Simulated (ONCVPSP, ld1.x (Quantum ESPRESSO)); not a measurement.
**Potentials for silicon (Si) compared**

Generated with ld1.x 7.5 (TM, RRKJ, ultrasoft, PAW), atompaw 4.2 or ONCVPSP 4.0.1. The cutoff is in Ry: for ld1.x and atompaw files where the sum of valence levels is converged to 10 mRy in a Bessel basis, for ONCV files where the hardest occupied wave has 1 mHa per electron of residual kinetic energy. The error is the largest all-electron minus pseudo excitation energy over each file’s own four to seven test configurations (ionisations up to +4, promotions, holes and added fractions of an electron), all of which were solved. The labels leave out finer settings (local radius, basis sizes, second energies), which also bear on the numbers. Spin-polarised tests are not counted. The rows are a selection from randomly drawn settings: files with unsolved tests, undetermined cutoffs or missed reference levels are left out.

```csv
potential,cutoff (Ry),largest error (meV),bound ghosts
"TM semilocal, LDA (PZ), scalar-relativistic, rc 1.65/1.40 (sp), local s, core correction yes, reference 3s2 3p2",45,+39,none
"ONCV, PBE, scalar-relativistic, rc 1.90/2.10 (sp), local smoothed, core correction yes, reference 3s2 3p2, qcut 4/4.1, projectors 2/2",13,+32,none
"TM, PBEsol, scalar-relativistic, rc 1.85/2.00/1.90 (spd), local d, core correction no, reference 3s2 3p0",15,+37,none
"ultrasoft, PBE, scalar-relativistic, rc 1.90/2.00/1.90 (spd), local smoothed, core correction yes, reference 3s1.5 3p2.5",8,+37,none
```

(1) Fill in the row for Si: TM, BLYP, non-relativistic, rc 1.40/1.85/2.00 (spd), local s, core correction yes, reference 3s2 3p2.

Results:

(1) cutoff 30 Ry, largest error +77 meV, bound ghosts: none.
